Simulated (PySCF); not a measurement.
B(F)(H)(SeH) (BFH2Se), SMILES FB[SeH]. Geometry: B3LYP-D3(BJ)/def2-TZVP. Other conformers were not sampled.

Computed equilibrium geometry at B3LYP-D3(BJ)/def2-TZVP (PySCF confirms it by a frequency run) as Cartesian coordinates in Å, and its point group (one conformer of several):
point group Cs.
```xyz
5

B     -0.5714     1.1103     0.0000
F      0.3205     2.0896     0.0000
H     -1.7315     1.3683     0.0000
Se     0.0872    -0.7183     0.0000
H     -1.2611    -1.3041     0.0000
```
